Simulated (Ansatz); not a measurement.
`[OH][Ga]([OH])[SeH]` + `[F][Al]([F])[Br]` → `[OH][Ga]([OH])[Br]` + `[F][Al]([F])[SeH]`  (redistribution)

Gas-phase electronic energies from Ansatz, PBE0-D4/def2-TZVP geometries. CBS: MP2 limit from def2 TZ/QZ plus the TZ coupled-cluster correction, frozen cores. DFT in def2-TZVPP. For Br, Ga, Se outer-core shells are correlated without core-valence functions, which leaves a few kJ/mol of doubt a bond. Scalar relativity is left out up to krypton. One conformer a species, not always the lowest.

| level | ΔE (kcal/mol) |
| --- | --- |
| PBE0-D4 | 2.2 |
| r2SCANh-D4 | 2.5 |
| MP2/def2-SVP | 2.2 |
| HF/CBS(def2) | 2.0 |

Question: What does CCSD(T)/CBS give? (Estimate.)

Answer: The calculation gave: +3.0 kcal/mol. The listed levels differ from it by -0.8, -0.5, -0.8, -1.0 kcal/mol.

Largest T1 diagnostic among the species: 0.013.

Leaving LDA and LC-ωPBE aside and taking each functional with its dispersion term where it has one, the values, not all of them listed here, spread over 0.6 kcal/mol, from HSE06-D4 to BLYP-D4. At CCSD(T), def2-SVP lies −0.9 kcal/mol from the extrapolated value and def2-TZVPP −0.6 kcal/mol.
